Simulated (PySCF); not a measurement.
What an electron can do to AsF

PBE0 in PySCF with aug-pcseg-1 on every atom, for the lowest determinant that a PBE0 search found; no spin–orbit coupling.

```json
{"species": "AsF", "state (unpaired electrons)": "triplet (π ↑↑)", "Re (Å)": "1.785", "ωe (cm⁻¹)": "668", "energy of the minimum from the neutral (eV)": "0.00", "De (eV)": "4.08", "dissociates to": "As + F"}
{"species": "AsF⁺", "state (unpaired electrons)": "doublet (π ↑)", "Re (Å)": "1.702", "ωe (cm⁻¹)": "798", "energy of the minimum from the neutral (eV)": "9.71", "De (eV)": "4.41", "dissociates to": "As⁺ + F"}
```

**Question.** Work out the lowest energy to break AsF into atoms, from its vibrational ground state.

**Answer.** D0 = De − ωe/2 = 4.08 − 0.04 = 4.04 eV (PBE0/aug-pcseg-1).

**Question.** Work out the ionisation energy of the As atom at this level and the threshold of dissociative ionisation.

**Answer.** IE(As) = 9.71 + 4.41 − 4.08 = 10.04 eV, so As⁺ + F + e⁻ appears at D0 + IE(As) = 14.08 eV (PBE0/aug-pcseg-1). The measured IE(As) is 9.789 eV (NIST ASD).

These are thermodynamic thresholds; the onsets seen under electron impact lie higher where the geometry changes, and cross-sections peak well above them.

Spin–orbit coupling is left out. For an ion De counts to the pair picked by the measured ionisation energies or electron affinities, which need not be the lowest pair at this level. States were picked by a PBE0 search and need not be the measured ground states.
